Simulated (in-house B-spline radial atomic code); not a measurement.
PBE excitations of I LII (I51+)

Method: PBE. Computed with an all-electron radial atomic-structure program (B-spline basis): linear response of the closed shell 1s2 with the functional's adiabatic kernel; non-relativistic, point nucleus, no spin-orbit coupling, no double excitations, S, P, D and F terms only.

Without relativity these are model numbers for so heavy an element.

Command:
```bash
python run_td.py task.json out
```
Settings (radii: box in bohr, nucleus in fm):
```
Z                        53
electrons                2
configuration            1s2
hamiltonian              nr
method                   pbe,pbe
box_radius               2.61
intervals                48
```

Cost of the run: 0.1 s on 1 thread of Arm Neoverse N1, on a shared host.

The lowest states, in the order of their Tamm-Dancoff energies; the method's threshold (minus the highest occupied level) is 36986.17 eV. Labels give the largest channel, * marks a mixed state, and oscillator strengths are full-response dipole values. Semilocal kernels can invert the small singlet-triplet splittings of Rydberg terms. Energies in eV:

| state | full response | Tamm-Dancoff | oscillator strength |
| --- | --- | --- | --- |
| 1s → 2s 3S | ? | ? | - |
| 1s → 2s 1S | 27975.86 | 27975.99 | - |
| 1s → 2p 3P | 27980.46 | 27980.49 | - |
| 1s → 2p 1P | 28027.13 | 28027.17 | 0.803 |
| 1s → 3s 3S | 32994.72 | 32994.72 | - |
| 1s → 3s 1S | 33010.60 | 33010.63 | - |
| 1s → 3p 3P | ? | ? | - |
| 1s → 3p 1P | 33029.43 | 33029.44 | 0.154 |
| 1s → 3d 3D | 33036.54 | 33036.55 | - |
| 1s → 3d 1D | 33037.18 | 33037.18 | - |
| 1s → 4s 3S | 34749.99 | 34749.99 | - |
| 1s → 4s 1S | 34756.41 | 34756.42 | - |
| 1s → 4p 3P | 34759.47 | 34759.47 | - |
| 1s → 4p 1P | 34764.48 | 34764.48 | 0.0568 |
| 1s → 4d 3D | 34766.96 | 34766.96 | - |
| 1s → 4d 1D | 34767.30 | 34767.30 | - |

(1) Where does 1s → 3p 3P lie?

(2) Where does 1s → 2s 3S lie?

(3) How large is the singlet-triplet splitting of 1s → 2s (S terms) in Tamm-Dancoff?

(4) What polarisabilities and dispersion coefficient does the method give?

Results:

(1) At 33017.13 eV in full response, 33017.14 eV in Tamm-Dancoff.

(2) At 27914.78 eV in full response, 27914.80 eV in Tamm-Dancoff.

(3) 61.2 eV, from the unrounded values.

(4) Dipole 1.176e-06 bohr³, quadrupole 1.437e-09 bohr⁵, C6 1.225e-09 hartree·bohr⁶ for two such species.
